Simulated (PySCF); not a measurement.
C5H13BO, SMILES COB(C(C)C)C, GFN2-xTB optimised geometry.

```
20

B      0.28     0.53     0.00
C      1.87     0.53     0.00
H      2.26    -0.03    -0.84
H      2.26     0.07     0.90
H      2.27     1.54    -0.06
O     -0.29     1.74     0.00
C     -1.66     2.05    -0.02
H     -1.81     2.95     0.57
H     -1.97     2.25    -1.05
H     -2.27     1.24     0.38
C     -0.56    -0.85    -0.04
C      0.21    -2.06     0.51
C     -0.99    -1.14    -1.48
H     -1.47    -0.75     0.56
H     -0.41    -2.95     0.47
H      1.11    -2.23    -0.08
H      0.50    -1.89     1.54
H     -1.59    -0.32    -1.89
H     -1.59    -2.05    -1.53
H     -0.12    -1.27    -2.12
```

Density from PySCF with B3LYP/def2-SVP at that geometry.

Minimum of the electron density along straight lines between bonded atoms, close to the bond critical point (lines longer than 1.1 times the sum of covalent radii, or with two minima, are not listed):

```csv
bond,length / Å,ρ at the minimum / e bohr⁻³,∇²ρ there / e bohr⁻⁵,position (fraction from the first atom)
B1–C2,1.591,0.178,___,0.32
C2–H3,1.088,0.270,-0.95,0.62
C2–H4,1.087,0.270,-0.95,0.62
C2–H5,1.086,0.274,-0.99,0.62
B1–O6,1.335,0.208,___,0.33
O6–C7,1.404,0.257,-0.37,0.66
C7–H8,1.092,0.283,-1.09,0.64
C7–H9,1.093,0.282,-1.07,0.64
C7–H10,1.092,0.282,-1.08,0.64
B1–C11,1.615,0.176,___,0.32
C11–C12,1.531,0.241,-0.54,0.50
C11–C13,1.537,0.236,-0.52,0.49
C11–H14,1.098,0.269,-0.92,0.61
C12–H15,1.089,0.276,-1.00,0.62
C12–H16,1.087,0.278,-1.02,0.62
C12–H17,1.087,0.277,-1.01,0.62
C13–H18,1.088,0.277,-1.01,0.62
C13–H19,1.089,0.276,-1.01,0.62
C13–H20,1.088,0.277,-1.01,0.62
```

Question: Fill in the missing entries.

Answer: 
- B1–C2, ∇²ρ there / e bohr⁻⁵: -0.18
- B1–O6, ∇²ρ there / e bohr⁻⁵: 1.30
- B1–C11, ∇²ρ there / e bohr⁻⁵: -0.23
